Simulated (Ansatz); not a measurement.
Born–Oppenheimer molecular dynamics of FGaH₄SSi (8 atoms, charge 0, multiplicity 1). It goes on from the last frame of an earlier run, with new velocities.

Level of theory: RKS B3LYP-D4/def2-SVP in Ansatz.

| Property | Result |
| --- | --- |
| ensemble | NVT, Nosé–Hoover chain |
| time step | 0.25 fs |
| steps asked | 150 |
| set temperature | 200 K |
| thermostat | time constant 100 fs, chain length 3 (defaults) |
| seed | 820170 |

Frames 0.25 fs apart, positions in Å, forces in eV/Å.

Velocities at 32.5 fs (Å/ps):

```
F -1.19 2.28 -4.38
Si -0.49 -2.48 6.73
S 2.03 0.15 -1.42
Ga 0.53 0.23 -0.24
H -28.88 -15.40 -11.49
H -15.22 10.23 -3.95
H -6.81 -3.20 -8.88
H -14.29 14.00 -18.80
```

```xyz
8
Properties=species:S:1:pos:R:3:forces:R:3 time_fs=32.5 energy_less_start_eV=-0.089 T=309
F -0.781 1.583 0.489 0.38 0.20 0.00
Si 0.421 0.673 -0.186 -0.75 0.11 -0.11
S 2.020 0.315 1.190 0.36 0.28 -0.21
Ga -0.874 -1.270 -0.826 -0.68 0.05 -0.01
H 1.009 1.451 -1.336 -0.01 -0.16 0.29
H 1.234 -0.366 2.030 -0.20 -0.27 0.33
H -2.400 -1.612 -0.348 0.77 0.18 -0.03
H -0.280 -2.112 -1.986 0.14 -0.40 -0.27
8
Properties=species:S:1:pos:R:3:forces:R:3 time_fs=32.8 energy_less_start_eV=-0.087 T=306
F -0.782 1.583 0.488 0.38 0.21 0.01
Si 0.420 0.672 -0.184 -0.77 0.10 -0.13
S 2.021 0.315 1.189 0.34 0.27 -0.18
Ga -0.874 -1.270 -0.826 -0.70 0.05 -0.01
H 1.002 1.447 -1.339 0.01 -0.15 0.28
H 1.230 -0.363 2.029 -0.18 -0.25 0.32
H -2.401 -1.613 -0.350 0.78 0.18 -0.03
H -0.283 -2.109 -1.991 0.14 -0.40 -0.26
8
Properties=species:S:1:pos:R:3:forces:R:3 time_fs=33.0 energy_less_start_eV=-0.085 T=304
F -0.782 1.584 0.487 0.37 0.21 0.03
Si 0.420 0.671 -0.182 -0.79 0.09 -0.15
S 2.021 0.315 1.189 0.32 0.25 -0.16
Ga -0.874 -1.270 -0.826 -0.71 0.04 -0.01
H 0.994 1.443 -1.341 0.03 -0.14 0.27
H 1.226 -0.361 2.028 -0.15 -0.24 0.30
H -2.402 -1.614 -0.352 0.78 0.18 -0.02
H -0.287 -2.106 -1.996 0.14 -0.39 -0.26
8
Properties=species:S:1:pos:R:3:forces:R:3 time_fs=33.2 energy_less_start_eV=-0.084 T=302
F -0.782 1.585 0.486 0.37 0.21 0.04
Si 0.420 0.671 -0.181 -0.80 0.07 -0.16
S 2.022 0.315 1.189 0.30 0.23 -0.12
Ga -0.874 -1.270 -0.826 -0.71 0.03 -0.02
H 0.987 1.439 -1.344 0.05 -0.13 0.26
H 1.222 -0.359 2.028 -0.12 -0.22 0.28
H -2.403 -1.614 -0.355 0.78 0.18 -0.02
H -0.290 -2.103 -2.001 0.14 -0.38 -0.25
8
Properties=species:S:1:pos:R:3:forces:R:3 time_fs=33.5 energy_less_start_eV=-0.083 T=301
F -0.782 1.585 0.485 0.36 0.22 0.05
Si 0.420 0.670 -0.179 -0.82 0.05 -0.18
S 2.022 0.315 1.188 0.27 0.21 -0.09
Ga -0.873 -1.270 -0.826 -0.71 0.02 -0.04
H 0.980 1.435 -1.346 0.07 -0.11 0.25
H 1.218 -0.357 2.027 -0.09 -0.19 0.25
H -2.403 -1.615 -0.357 0.78 0.17 -0.02
H -0.293 -2.100 -2.006 0.13 -0.37 -0.24
8
Properties=species:S:1:pos:R:3:forces:R:3 time_fs=33.8 energy_less_start_eV=-0.082 T=300
F -0.783 1.586 0.484 0.35 0.22 0.06
Si 0.420 0.670 -0.177 -0.84 0.03 -0.20
S 2.023 0.315 1.188 0.24 0.18 -0.05
Ga -0.873 -1.269 -0.826 -0.70 0.01 -0.05
H 0.973 1.431 -1.348 0.09 -0.10 0.24
H 1.214 -0.355 2.027 -0.05 -0.17 0.22
H -2.403 -1.615 -0.359 0.77 0.17 -0.01
H -0.297 -2.098 -2.012 0.13 -0.36 -0.22
8
Properties=species:S:1:pos:R:3:forces:R:3 time_fs=34.0 energy_less_start_eV=-0.082 T=299
F -0.783 1.586 0.483 0.35 0.22 0.08
Si 0.420 0.669 -0.176 -0.85 0.01 -0.21
S 2.023 0.315 1.188 0.21 0.16 0.00
Ga -0.873 -1.269 -0.826 -0.68 0.00 -0.08
H 0.966 1.427 -1.350 0.12 -0.08 0.22
H 1.210 -0.353 2.027 -0.01 -0.14 0.19
H -2.402 -1.615 -0.361 0.75 0.17 0.00
H -0.300 -2.095 -2.017 0.12 -0.34 -0.20
8
Properties=species:S:1:pos:R:3:forces:R:3 time_fs=34.2 energy_less_start_eV=-0.081 T=298
F -0.783 1.587 0.482 0.34 0.23 0.09
Si 0.419 0.668 -0.174 -0.87 -0.01 -0.22
S 2.024 0.315 1.187 0.17 0.13 0.04
Ga -0.873 -1.269 -0.827 -0.66 -0.01 -0.10
H 0.959 1.422 -1.352 0.14 -0.07 0.21
H 1.206 -0.351 2.027 0.03 -0.11 0.16
H -2.401 -1.615 -0.364 0.74 0.16 0.01
H -0.303 -2.093 -2.023 0.12 -0.32 -0.18
8
Properties=species:S:1:pos:R:3:forces:R:3 time_fs=34.5 energy_less_start_eV=-0.081 T=298
F -0.783 1.588 0.480 0.33 0.23 0.10
Si 0.419 0.668 -0.172 -0.88 -0.03 -0.23
S 2.025 0.315 1.187 0.13 0.10 0.09
Ga -0.873 -1.269 -0.827 -0.64 -0.03 -0.13
H 0.952 1.418 -1.354 0.16 -0.05 0.19
H 1.202 -0.350 2.027 0.07 -0.08 0.13
H -2.399 -1.615 -0.366 0.71 0.16 0.02
H -0.306 -2.091 -2.029 0.11 -0.30 -0.15
8
Properties=species:S:1:pos:R:3:forces:R:3 time_fs=34.8 energy_less_start_eV=-0.081 T=297
F -0.784 1.588 0.479 0.32 0.23 0.11
Si 0.419 0.667 -0.171 -0.90 -0.05 -0.25
S 2.025 0.315 1.186 0.10 0.07 0.13
Ga -0.873 -1.269 -0.827 -0.61 -0.04 -0.16
H 0.945 1.414 -1.355 0.18 -0.03 0.17
H 1.197 -0.348 2.027 0.12 -0.05 0.09
H -2.397 -1.615 -0.368 0.68 0.15 0.03
H -0.309 -2.090 -2.034 0.10 -0.28 -0.13
8
Properties=species:S:1:pos:R:3:forces:R:3 time_fs=35.0 energy_less_start_eV=-0.080 T=296
F -0.784 1.589 0.478 0.32 0.24 0.13
Si 0.418 0.666 -0.169 -0.91 -0.07 -0.26
S 2.026 0.315 1.186 0.06 0.05 0.18
Ga -0.873 -1.269 -0.827 -0.57 -0.05 -0.20
H 0.938 1.409 -1.357 0.20 -0.02 0.15
H 1.193 -0.346 2.028 0.16 -0.02 0.06
H -2.394 -1.615 -0.371 0.65 0.14 0.04
H -0.312 -2.088 -2.040 0.09 -0.26 -0.10
8
Properties=species:S:1:pos:R:3:forces:R:3 time_fs=35.2 energy_less_start_eV=-0.079 T=295
F -0.784 1.589 0.477 0.31 0.24 0.14
Si 0.418 0.666 -0.167 -0.92 -0.09 -0.27
S 2.026 0.315 1.186 0.02 0.02 0.22
Ga -0.873 -1.269 -0.827 -0.53 -0.07 -0.23
H 0.932 1.405 -1.359 0.22 0.00 0.13
H 1.189 -0.345 2.028 0.20 0.00 0.02
H -2.391 -1.615 -0.373 0.62 0.13 0.05
H -0.314 -2.087 -2.046 0.08 -0.23 -0.07
```

Of the whole run (38 fs, mean temperature of the second half 312 K): The conserved energy stayed within 0.01 meV per atom of its start (net change -0.0054 meV per atom), so the integration is sound. The mean temperature of the second half is 56 % above the set value. A run of 0.037 ps of so small a system gives no equilibrium averages.

Time of the run: 7.7 min on 2 threads of Arm Neoverse N1, with other jobs on the host, peak memory 0.21 GiB.
